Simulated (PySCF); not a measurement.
FH5O2Si2, SMILES O[Si](F)(O)[SiH3].

Geometry optimised at B3LYP-D3(BJ)/def2-SVP. This is a generated structure with no PubChem entry under its InChIKey; it may be hypothetical. The values are those of a single conformer.

These are TDDFT-M06-2X/def2-SVPD (PySCF) values and carry that method's errors.

Vertical excitations. Gas-phase values at a fixed geometry.

Computed excitation energies, oscillator strengths and character:
```
state  energy (eV)  λ (nm)      f                                                                    main pairs
-----  -----------  ------  -----  ----------------------------------------------------------------------------
S1            7.46     166  0.095                                              HOMO→LUMO+1 45 %, HOMO→LUMO 43 %
S2            7.68     162  0.053                                            HOMO→LUMO+2 68 %, HOMO→LUMO+1 12 %
S3            7.79     159  0.120                            HOMO→LUMO 45 %, HOMO→LUMO+1 24 %, HOMO→LUMO+2 19 %
S4            8.63     144  0.060         HOMO→LUMO+3 25 %, HOMO−3→LUMO 15 %, HOMO→LUMO+5 14 %, HOMO→LUMO+4 7 %
S5            8.71     142  0.136                                            HOMO→LUMO+4 71 %, HOMO→LUMO+5 11 %
S6            8.76     142  0.008  HOMO−1→LUMO+1 21 %, HOMO−2→LUMO+1 14 %, HOMO−2→LUMO+2 12 %, HOMO→LUMO+3 11 %
S7            8.81     141  0.013    HOMO−3→LUMO+1 16 %, HOMO−2→LUMO+2 16 %, HOMO−3→LUMO 14 %, HOMO→LUMO+3 10 %
S8            8.96     138  0.003          HOMO→LUMO+5 38 %, HOMO→LUMO+7 13 %, HOMO−3→LUMO 9 %, HOMO→LUMO+6 8 %
S9            9.00     138  0.031      HOMO→LUMO+3 38 %, HOMO−3→LUMO+1 17 %, HOMO−4→LUMO 12 %, HOMO−1→LUMO 10 %
S10           9.09     136  0.010  HOMO−1→LUMO+2 23 %, HOMO−2→LUMO 20 %, HOMO−2→LUMO+1 14 %, HOMO−2→LUMO+4 11 %
T1            6.69     185      0                            HOMO→LUMO+1 65 %, HOMO→LUMO+5 11 %, HOMO→LUMO 10 %
T2            6.86     181      0                                                              HOMO→LUMO+2 80 %
T3            7.43     167      0                                                                HOMO→LUMO 69 %
T4            7.74     160      0                                            HOMO→LUMO+4 64 %, HOMO→LUMO+3 12 %
```
Triplets are in the Tamm–Dancoff approximation, which puts them higher than full response would, so one can lie above its singlet here.
